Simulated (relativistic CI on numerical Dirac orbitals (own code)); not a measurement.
**Ag3+: 4d valence photoemission**

Computed with this model: Dirac-Coulomb-Breit CI, separate exchange-only KLI orbitals for each configuration, QED by a radiative potential, valence Slater integrals scaled by 0.7, multiplet model of photoemission in the sudden approximation; configurations [Kr] 4d8 → [Kr] 4d7; 300 K; Lorentzian 0.21 eV and Gaussian 0.5 eV FWHM. Energies are those of the free ion, without screening or charge transfer. The energies are binding energies and can lie tens of eV above those of solids. S is read from ⟨S²⟩ = S(S + 1).

Field parameters in Wybourne normalisation: Oh B⁴₀ = 21Dq, B⁴₄ = √(5/14) B⁴₀. The field is a parameter set, without covalency.

free ion: ground-state S = 0.99, centroid 50.21 eV. Peaks (eV, height): 49.0 (100), 50.7 (93), 51.2 (79), 52.8 (7).

Oh, 10Dq = 6000 cm⁻¹: ground-state S = 0.99, centroid 50.30 eV. Peaks (eV, height): 49.3 (100), 50.7 (64), 51.1 (66).

Oh, 10Dq = 16500 cm⁻¹: ground-state S = 1.00, centroid 50.50 eV. Peaks (eV, height): 49.8 (100), 51.7 (43).

Oh, 10Dq = 27050 cm⁻¹: ground-state S = 1.00, centroid 50.70 eV. Peaks (eV, height): 49.0 (66), 50.6 (100), 52.2 (51).

Oh, 10Dq = 37550 cm⁻¹: ground-state S = 1.00, centroid 50.89 eV. Peaks (eV, height): 48.3 (62), 51.1 (100), 52.7 (48).

Strongest unbroadened transitions for free ion:

```csv
Energy (eV),Relative strength
48.91,100.0
49.36,32.7
49.60,14.8
49.75,2.5
50.50,11.6
50.60,33.3
50.66,49.9
51.08,5.1
51.25,60.7
51.32,2.0
51.52,14.1
51.72,0.2
52.27,0.0
52.66,2.0
52.90,4.7
54.73,0.3
54.97,4.4
```
